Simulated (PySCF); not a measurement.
Compound: C7H9O2 (doublet state).
Geometry (GFN2-xTB, Å), atoms numbered from 1 in this order:
```xyz
18
C7H9O2 angstrom
C      2.7268    0.2045   -0.2299
C      1.6316   -0.7786    0.0659
O      1.8481   -1.9587    0.3032
C      0.2686   -0.2707    0.0609
C     -0.8828   -1.1384    0.3782
C     -2.1226   -0.3486   -0.0534
C     -1.6823    1.1140   -0.0163
C     -0.1723    1.0882   -0.1928
O      0.5159    2.0508   -0.4739
H      3.6888   -0.3006   -0.2094
H      2.5612    0.6576   -1.2053
H      2.7113    1.0098    0.5017
H     -0.7850   -2.1198   -0.0930
H     -0.8957   -1.3343    1.4583
H     -2.9792   -0.5429    0.5894
H     -2.3935   -0.6288   -1.0724
H     -1.8943    1.5685    0.9547
H     -2.1535    1.7340   -0.7776
```

The hyperfine couplings belong to this conformer and change with its torsions.

As a line formula: `CC(=O)[C]1C(=O)CCC1` [radical].

Method used: PySCF, UKS B3LYP, pcH-1 on C H O, non-relativistic, mean-field spin-orbit, GIAO. Geometry: GFN2-xTB, one conformer, isolated molecule. The geometry wasn't refined by DFT: couplings that depend on bond lengths, twists or pyramidal angles can differ widely from those at the functional's own minimum. The SCF solution wasn't tested for stability.

Mulliken spin populations: C1 +0.004, C2 -0.102, O3 +0.204, C4 +0.737, C5 -0.059, C6 +0.006, C7 -0.001, C8 -0.100, O9 +0.227, H10 -0.001, H11 -0.001, H12 -0.002, H13 +0.028, H14 +0.053, H15 +0.001, H16 +0.001, H17 +0.002, H18 +0.002.

(1) Give the computed dipolar 1H tensors of H10, H11, H12, H13, H14, H15, H16, H17, H18.

(2) Estimate them with point dipoles: put each population ρk at its nucleus, leave out the nucleus itself and the atom bound to it, and sum T = Σ [ρk/(2S)]·C·(3 n nᵀ − 1)/r³ with C = μ0 gₑ μB g_N μN/(4π h) = 79.06 MHz Å³.

## Answers

(1) 
| atom | position | distance from C4 (Å) | T1 (MHz) | T2 | T3 |
| --- | --- | --- | --- | --- | --- |
| H10 | γ, 3 bonds from C4 | 3.43 | -1.74 | -0.69 | 2.44 |
| H11 | γ, 3 bonds from C4 | 2.78 | -2.82 | -1.24 | 4.06 |
| H12 | γ, 3 bonds from C4 | 2.79 | -2.92 | -1.16 | 4.08 |
| H13 | β, 2 bonds from C4 | 2.13 | -4.63 | -1.58 | 6.21 |
| H14 | β, 2 bonds from C4 | 2.11 | -4.41 | -2.61 | 7.03 |
| H15 | γ, 3 bonds from C4 | 3.30 | -1.64 | -1.30 | 2.94 |
| H16 | γ, 3 bonds from C4 | 2.92 | -2.22 | -1.81 | 4.03 |
| H17 | γ, 3 bonds from C4 | 2.98 | -2.28 | -1.19 | 3.47 |
| H18 | γ, 3 bonds from C4 | 3.25 | -1.85 | -0.87 | 2.73 |

(2) 
```
atom  T1 (MHz)     T2     T3  T3, computed  difference in T3 (%)
 H10     -1.78  -0.46   2.24          2.44                    -8
 H11     -3.30  -1.39   4.70          4.06                   +16
 H12     -3.22  -1.39   4.61          4.08                   +13
 H13     -5.93  -5.22  11.15          6.21                   +80
 H14     -6.29  -5.64  11.92          7.03                   +70
 H15     -1.55  -1.26   2.81          2.94                    -4
 H16     -2.22  -1.95   4.17          4.03                    +3
 H17     -2.17  -1.28   3.45          3.47                     0
 H18     -1.80  -0.76   2.56          2.73                    -6
```

In T3 the estimate is closest for H17 (0 %, 2.98 Å from C4) and worst for H13 (+80 %, 2.13 Å).
